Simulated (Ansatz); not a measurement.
Strength of the C–Si bond: CH9NSi2 → Si2NH6 + CH3

Species: CH9NSi2 `C[SiH2]N[SiH3]`, singlet; Si2NH6 `[SiH2]N[SiH3]`, doublet; CH3 (methyl radical) `[CH3]`, doublet. 

Shapes, held fixed at every level: PBE0-D4/def2-TZVP. Flexible molecules stand in one conformer, not always the lowest. Programs: Ansatz 0.2.0. Electronic energies: no zero-point or thermal term.

| level | kind | ΔE (kJ/mol) | less CCSD(T)/CBS estimate | CPU time (sum over the molecules) |
| --- | --- | --- | --- | --- |
| PBE-D4/def2-TZVPP | GGA | +377.7 | -18.0 | 18 s |
| r2SCAN0-D4/def2-TZVPP | global hybrid | +364.5 | -31.2 | 36 s |
| wB97X-V/def2-TZVPP | range-separated hybrid | +397.7 | +2.0 | 56 s |
| B2PLYP/def2-TZVPP | double hybrid | +376.6 | -19.1 | 36 s |
| MP2/def2-TZVPP | perturbation theory | +398.7 | +3.0 | – |
| CCSD(T)/def2-SVP | coupled cluster or CI | +372.3 | -23.4 | 25 s |
| CCSD(T)/CBS estimate | coupled cluster or CI | +395.7 | 0.0 | 21 min |

The highest level, CCSD(T)/CBS estimate, gives ΔE = +395.7 kJ/mol; the levels span +364.5 to +398.7. The column of differences is taken from that level and isn't an error. No measured value is set beside it here. Open shells run unrestricted unless RO is named. The CBS estimate extrapolates MP2 from def2-TZVPP and def2-QZVPP and adds CCSD(T) − MP2 in the triple-zeta set, cores frozen. Times are processor times on shared x86 and Arm servers, and rough.
